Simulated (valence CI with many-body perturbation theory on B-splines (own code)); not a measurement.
Sb III: key properties

Level of theory: relativistic CI+MBPT: three valence electrons over a frozen Dirac-Fock core [Kr] 4d10, a basis of 9 s, 9 p, 8 d, 6 f, 3 g, 1 h functions for each j, with the one-electron correlation potential Σ1 (screened to all orders), the two-electron term Σ2, the three-electron term Σ3, Breit, model QED; selected single and double excitations, second order for the rest, scaled by the run's own slope (own B-spline code, finite nucleus).

Against 16 measured levels this calculation errs by 232 cm⁻¹ on average and by 764 at most. These come from a selection out of Moore, Atomic Energy Levels, vol. III, NSRDS-NBS 35 (1971 reprint of NBS Circular 467, 1958), an old analysis. Levels without a partner in it may be off by more. 1 measured level below the end of the list, from 163388 cm⁻¹ on, found no clear computed partner, and computed levels of the same name lie up to 1324 cm⁻¹ from them.

Names give the largest LS component (configuration and term), which can be under half, so a name can repeat, a term be missing and a line seem to break the LS rules; names also repeat where a configuration has a term twice.

Rates and lifetimes use the calculated energies. Strong lines usually hold to 10 to 20 %, long lifetimes can be off by a factor of two.

(1) What is the ground level?

(2) Among levels below 164960 cm⁻¹, which E1 lines absorb most strongly from the ground level?

(3) What are the static dipole polarisabilities of the lowest levels?

(4) What is the ionisation energy?

(5) How is the term ²P° of the ground level split?

Answers

(1) 5s²5p ²P°_1/2, composition 97 % 5s²5p ²P°, g = 0.666.

(2) to 5s²5d ²D_3/2 at 100.9 nm, f = 1.61; to 5s²6s ²S_1/2 at 106.8 nm, f = 0.434; to 5s5p² ²S_1/2 at 107.4 nm, f = 0.315.

(3) 5s²5p ²P°_1/2 15.1; 5s²5p ²P°_3/2 15.9 (tensor -0.24) bohr³, of which the core gives 1.68.

(4) 25.316 eV; NIST lists 25.3235 eV (measured).

(5) J = 1/2 at 0.0, J = 3/2 at 6576 cm⁻¹.
